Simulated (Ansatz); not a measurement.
Compare A (`C[C@H]1[SiH2][Si@@H]1F`) with its isomer B (`CC1(F)[SiH2][SiH2]1`).

Calculated with Ansatz (gas phase, PBE0-D4/def2-TZVP geometries, no zero-point term in ΔE). CBS: MP2 limit from def2 TZ/QZ plus the TZ coupled-cluster correction, frozen cores. DFT in def2-TZVPP. B3LYP here is the variant with VWN-RPA as its local correlation; programs differ in this.

Q: Which is lower in electronic energy at CCSD(T)/CBS, and by how much? (Best estimate.)

A: Computed: A, by 54.6 kcal/mol.

Q: Give E(B) − E(A) in kcal/mol with B3LYP, HF/def2-TZVPP, MP2/def2-TZVPP, PBE0-D4, B3LYP-D4, B2PLYP, r2SCAN-D4. (Estimate.)

A: Computed: B3LYP 52.5, HF/def2-TZVPP 56.2, MP2/def2-TZVPP 57.2, PBE0-D4 51.7, B3LYP-D4 52.1, B2PLYP 54.2, r2SCAN-D4 52.5. None reverses the order clearly.

Largest T1 diagnostic: 0.013.

From PBE to PBE0 (25 % exact exchange), in def2-TZVPP and without D4, E(B) − E(A) moves by +2.3 kcal/mol.
